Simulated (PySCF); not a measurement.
**MoN(OH), triplet: molecular constants**

Method: UPBE0/[Mo def2-TZVP with ECP28, N def2-TZVP, O def2-TZVP, H def2-TZVP], scalar-relativistic core potentials, density fitting, no spin–orbit coupling, PySCF.

The structure is a minimum.

```
Point group                                                                   : Cs
Bond lengths                                                                  : Mo–N 1.622 Å, Mo–O 1.914 Å, O–H 0.959 Å
Bond angles                                                                   : H–O–Mo 121.8°, N–Mo–O 112.9°
Atomisation energy without zero-point energy                                  : 1297 kJ/mol
Spin squared ⟨S²⟩                                                             : 2.039
Enthalpy at 298.15 K above 0 K                                                : 12.94 kJ/mol
Dipole moment                                                                 : 2.82 D
Rotational symmetry number                                                    : 1
Entropy at 298.15 K and 1 bar (electronic part: spin only)                    : 292.6 J/(mol K)
Principal quadrupole moments (Buckingham, traceless) about the centre of mass : -10.99, -0.25, 11.24 D Å
Zero-point energy                                                             : 41.7 kJ/mol
Rotational constants                                                          : 0.74, 0.2375, 0.1798 cm⁻¹
Lowest empty level (α)                                                        : -2.85 eV
Heat capacity Cp at 298.15 K                                                  : 55.8 J/(mol K)
Highest occupied level (α)                                                    : -5.98 eV
Principal polarisabilities                                                    : 51.2, 55.5, 55.6 bohr³
```

Harmonic modes (masses in u: Mo 97.905, N 14.003, O 15.995, H 1.008):
| symmetry | ω (cm⁻¹) | IR (km/mol) |
| --- | --- | --- |
| a' | 223 | 7.7 |
| a'' | 364 | 116 |
| a' | 630 | 292 |
| a' | 697 | 12.4 |
| a' | 1145 | 87.7 |
| a' | 3915 | 158 |

Charges (e):
```csv
atom,Mulliken,Löwdin,polar tensor,spin (Mulliken),Mayer order to Mo1
Mo1,0.93,0.50,1.24,2.25,–
N2,-0.50,-0.30,-0.62,-0.29,2.86
O3,-0.77,-0.37,-0.93,0.04,0.94
H4,0.35,0.16,0.31,0.00,0.01
```
Other Mayer orders above 0.3: O–H 0.88.

Mulliken populations on Mo1 (electrons outside its core potential): s 2.41, p 6.17, d 4.45, f 0.04.

This need not be the most stable arrangement of these atoms. With open d or f shells other occupations or spin states may lie lower.

The final relaxation and frequency run took 69 s on 4 threads of a shared Arm Neoverse V2 host, with 108 basis functions and 20 gradients; the process peaked at 1.2 GiB. Launch command: `OMP_NUM_THREADS=4 python axn.py task.json out`.
